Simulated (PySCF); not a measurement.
# Where the electron goes

Compound: CrNCl3 (singlet state).
Cartesian coordinates in Å at the PBE0-D3(BJ)/def2-SVP level; atoms count from 1:
```
atom  x, y, z in Å
Cr1    0.005   -0.002    0.043
N2     0.148   -0.037    1.510
Cl3    1.970    0.028   -0.714
Cl4   -1.066    1.762   -0.377
Cl5   -1.056   -1.751   -0.463
```

Computed, not measured: TDDFT PBE0/def2-SVPD, vertical, gas phase, core orbitals frozen in the response (PySCF).

Kohn–Sham orbitals with the atoms that hold most of them (Löwdin shares over 4%, at most four atoms):

```tsv
orbital	ε (eV)	atoms
LUMO+2	-2.90	Cr1 50%, N2 39%, Cl3 6%, Cl5 4%
LUMO+1	-5.16	Cr1 64%, Cl5 13%, Cl3 12%, Cl4 9%
LUMO	-5.17	Cr1 64%, Cl4 14%, Cl3 10%, Cl5 9%
HOMO	-9.48	Cl5 47%, Cl3 30%, N2 14%, Cr1 5%
HOMO-1	-9.49	Cl4 51%, Cl3 23%, N2 14%, Cl5 7%
HOMO-2	-9.75	Cl5 34%, Cl4 33%, Cl3 33%
HOMO-3	-10.20	N2 24%, Cl4 23%, Cl3 23%, Cl5 23%
```

Within 0.005 eV of a neighbour in this list lie HOMO-1/HOMO and LUMO/LUMO+1 (point group found: C3v); within a degenerate set the shares of single atoms can hang on how the components are chosen.

Question: The HOMO–LUMO gap is 4.32 eV. Where does the response calculation put the lowest singlet, and from which orbitals?

Answer: S1 is at 2.49 eV (f = 0.0000), 1.82 eV below the gap, made of HOMO-1/HOMO→LUMO/LUMO+1 (≥96%). 

For S1 the Löwdin share of chromium is at most 6% in HOMO-1 and 64% in LUMO (ligand-to-metal charge transfer by this measure).

Next come S2 at 2.60 eV (f 0.0006), HOMO-1/HOMO→LUMO/LUMO+1 (≥96%); S3 at 2.64 eV (f 0.0007), HOMO-1/HOMO→LUMO/LUMO+1 (≥91%); S4 at 2.64 eV (f 0.0007), HOMO-1/HOMO→LUMO/LUMO+1 (≥91%); S5 at 3.26 eV (f 0.0015), HOMO-3→LUMO/LUMO+1 (≥71%), HOMO-2→LUMO/LUMO+1 (≥24%).

Orbitals of the list HOMO-3 to LUMO+2 that lie within 0.01 eV of each other are written together with a slash and their weights summed (≥ marks a lower bound); for degenerate orbitals outside that list single weights are arbitrary.

Hardware: one thread of an Arm Neoverse V2, shared host. Cost: 12 s of wall time.
